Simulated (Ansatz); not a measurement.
Consider the ligand exchange at a B–O bond: `OBO` + `NCS` → `OBNCS` + H₂O.

Computed with Ansatz on PBE0-D4/def2-TZVP structures; ΔE is electronic, products minus reactants. CCSD(T)/CBS is the MP2 limit (def2-TZVPP, def2-QZVPP) plus CCSD(T) − MP2 in def2-TZVPP, frozen cores. This one scheme is used for every species. Functionals use def2-TZVPP. B3LYP here is the variant with VWN-RPA as its local correlation; programs differ in this. Each species was taken in one conformer, which may not be the lowest.

`OBO`:

```xyz
6

O     0.717    0.789   -0.239
B    -0.213   -0.064    0.275
O    -0.574   -1.158   -0.436
H     0.906    1.533    0.336
H    -0.729    0.118    1.341
H    -0.107   -1.218   -1.276
```

`NCS`:

```xyz
8

N     0.870    0.610    0.408
C    -0.464    0.198    0.037
S    -0.542   -0.496   -1.633
H     0.862    1.059    1.317
H     1.494   -0.186    0.461
H    -1.105    1.081    0.001
H    -0.941   -0.523    0.712
H    -0.174   -1.744   -1.303
```

`OBNCS`:

Cartesian coordinates in Å:
```
O 1.406 1.441 0.227
B 0.687 1.022 -0.848
N -0.366 0.079 -0.761
C -0.959 -0.468 0.422
S 0.206 -1.254 1.594
H 1.249 0.901 1.013
H 0.955 1.471 -1.926
H -0.804 -0.219 -1.615
H -1.440 0.298 1.040
H -1.723 -1.196 0.152
H 0.787 -2.073 0.702
```

H₂O:

```xyz
3

O     0.043    0.251   -0.295
H    -0.328   -0.634   -0.330
H     0.285    0.383    0.624
```

```json
{"level": "PBE-D4", "ΔE (kcal/mol)": "2.4", "difference from CCSD(T)/CBS": "-0.7"}
{"level": "r2SCAN-D4", "ΔE (kcal/mol)": "3.7", "difference from CCSD(T)/CBS": "0.6"}
{"level": "PBE0-D4", "ΔE (kcal/mol)": "2.9", "difference from CCSD(T)/CBS": "-0.2"}
{"level": "B3LYP-D4", "ΔE (kcal/mol)": "3.3", "difference from CCSD(T)/CBS": "0.2"}
{"level": "ωB97X-V", "ΔE (kcal/mol)": "4.1", "difference from CCSD(T)/CBS": "1.0"}
{"level": "ωB97M-V", "ΔE (kcal/mol)": "3.9", "difference from CCSD(T)/CBS": "0.8"}
{"level": "B2PLYP", "ΔE (kcal/mol)": "4.7", "difference from CCSD(T)/CBS": "1.6"}
{"level": "PBE", "ΔE (kcal/mol)": "3.8", "difference from CCSD(T)/CBS": "0.7"}
{"level": "r2SCAN", "ΔE (kcal/mol)": "4.1", "difference from CCSD(T)/CBS": "1.0"}
{"level": "PBE0", "ΔE (kcal/mol)": "4.1", "difference from CCSD(T)/CBS": "1.0"}
{"level": "B3LYP", "ΔE (kcal/mol)": "5.5", "difference from CCSD(T)/CBS": "2.4"}
{"level": "HF/def2-TZVPP", "ΔE (kcal/mol)": "8.5", "difference from CCSD(T)/CBS": "5.4"}
{"level": "MP2/def2-TZVPP", "ΔE (kcal/mol)": "3.0", "difference from CCSD(T)/CBS": "-0.1"}
{"level": "SCS-MP2/def2-TZVPP", "ΔE (kcal/mol)": "4.2", "difference from CCSD(T)/CBS": "1.1"}
{"level": "CCSD/def2-TZVPP", "ΔE (kcal/mol)": "4.4", "difference from CCSD(T)/CBS": "1.3"}
{"level": "CCSD(T)/def2-TZVPP", "ΔE (kcal/mol)": "3.6", "difference from CCSD(T)/CBS": "0.5"}
{"level": "HF/def2-QZVPP", "ΔE (kcal/mol)": "8.7", "difference from CCSD(T)/CBS": "5.6"}
{"level": "MP2/def2-QZVPP", "ΔE (kcal/mol)": "2.7", "difference from CCSD(T)/CBS": "-0.4"}
{"level": "SCS-MP2/def2-QZVPP", "ΔE (kcal/mol)": "4.0", "difference from CCSD(T)/CBS": "0.9"}
{"level": "HF/CBS(def2)", "ΔE (kcal/mol)": "8.7", "difference from CCSD(T)/CBS": "5.6"}
{"level": "MP2/CBS(def2)", "ΔE (kcal/mol)": "2.5", "difference from CCSD(T)/CBS": "-0.6"}
{"level": "CCSD/CBS(def2)", "ΔE (kcal/mol)": "3.9", "difference from CCSD(T)/CBS": "0.8"}
{"level": "CCSD(T)/CBS", "ΔE (kcal/mol)": "3.1", "difference from CCSD(T)/CBS": "0"}
```

Largest T1 diagnostic among the species: 0.013.

The D4 term adds −2.2 kcal/mol with B3LYP and −1.2 kcal/mol with PBE0; it sums over pairs of atoms, weighted by their polarisabilities, and B3LYP, whose exchange is more repulsive, gets the larger term. In def2-TZVPP, CCSD(T) changes the Hartree–Fock value by −4.9 kcal/mol (the triples alone add −0.8 kcal/mol) and MP2 by −5.5 kcal/mol.
